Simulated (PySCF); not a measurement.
## Highest orbital energy against ionisation energy along group 13

Calculated with PySCF 2.14, no spin-orbit coupling. Each cell gives −ε(HOMO) / ΔSCF in eV; NIST values include spin-orbit coupling, (s) semi-empirical, (t) theoretical.

| species | UHF | LDA | PBE | PBE0 | r2SCAN | NIST (lowest levels) |
| --- | --- | --- | --- | --- | --- | --- |
| B⁺ (aug-cc-pVQZ, non-relativistic) | 23.778 / 23.443 | 19.406 / 24.551 | 19.503 / 24.603 | 20.792 / 24.560 | 19.731 / 24.265 | 25.155 |
| Al⁺ (aug-cc-pV(Q+d)Z, non-relativistic) | 17.750 / 17.521 | 14.895 / 18.899 | 14.785 / 18.763 | 15.739 / 18.656 | 14.935 / 18.380 | 18.829 |
| Ga⁺ (aug-cc-pVQZ-PP with ECP10MDF, ECP) | 19.026 / 18.745 | 16.599 / 21.099 | 16.234 / 20.678 | 17.145 / 20.362 | 16.581 / 20.491 | 20.515 |
| In⁺ (aug-cc-pVQZ-PP with ECP28MDF, ECP) | 17.281 / 17.009 | 15.370 / 19.494 | 14.980 / 19.049 | 15.776 / 18.716 | 15.199 / 18.803 | 18.870 |
| Tl⁺ (aug-cc-pVQZ-PP with ECP60MDF, ECP) | 18.720 / 18.363 | 16.668 / 20.973 | 16.268 / 20.506 | 17.129 / 20.189 | 16.479 / 20.321 | 20.428 |

Question: How far is −ε(HOMO) from ΔSCF on average for each method, and why?

Answer: UHF 0.29 eV; LDA -4.42 eV; PBE -4.37 eV; PBE0 -3.18 eV; r2SCAN -3.87 eV. Hartree-Fock orbital energies lack relaxation and so exceed the ΔSCF value; semilocal functionals have convex E(N) from self-interaction, so their HOMO lies far too high; exact exchange moves hybrids part of the way back.
